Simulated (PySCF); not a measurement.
# Correlation energy of Be (beryllium, neutral)

[He] 2s2, closed-shell 1S. Computed with PySCF 2.14 in ANO-RCC-VTZP (4s3p2d1f, 30 functions), with the spin-free X2C one-electron Hamiltonian (Gaussian nucleus). Frozen: nothing; 4 electrons correlated.

MP2 pair energies summed by pair of shells (mhartree):

```json
{"pair": "1s-1s", "energy": "-32.86", "share (%)": "51.9"}
{"pair": "2s-2s", "energy": "-27.43", "share (%)": "43.4"}
{"pair": "1s-2s", "energy": "-2.99", "share (%)": "4.7"}
```

Total MP2 correlation energy: -63.28 mhartree.

Same-spin part -0.73 and opposite-spin part -62.55 mhartree; SCS-MP2 scales them by 1/3 and 6/5 to -75.30 mhartree.

MP2 falls well short for the outer s pair, which is nearly degenerate with np².
